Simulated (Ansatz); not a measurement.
System: BAs2H4, charge 0, doublet. BAs2H4 (SMILES [AsH]B[AsH2], doublet).
B3LYP-D3(BJ)/def2-TZVP minimum from Ansatz (a first-principles code):
```xyz
7

B      0.6253    -0.1987    -0.6067
As     0.3687    -1.5221     0.8611
H     -1.0671    -1.1077     1.1982
As    -0.4711     1.4674    -0.7521
H      0.6041     2.5071    -1.0091
H     -0.7111     1.7995     0.7073
H      1.4285    -0.4001    -1.4598
```
Charge 0, spin multiplicity 2.

Atomisation energy term by term, kcal/mol (programs: Ansatz). UHF or UKS for unpaired electrons; spin-orbit terms are left out. Correlated methods leave the cores frozen (noble-gas shells, and filled d and f shells in the p block). No relativity. CBS(X,Y): correlation extrapolated as X^-3, Hartree-Fock from the larger set. A bracket is a step between two methods taken in the basis named. Where a partner has so few electrons that a lower coupled-cluster level is exact, that level stands in.

```csv
term,basis,kcal/mol
Hartree-Fock,cc-pVQZ,294.78
CCSD correlation,"CBS(cc-pVTZ,cc-pVQZ)",121.29
(T),"CBS(cc-pVTZ,cc-pVQZ)",7.68
CCSDT(Q) - CCSD(T),cc-pVDZ,0.93
sum: De,,424.7
```
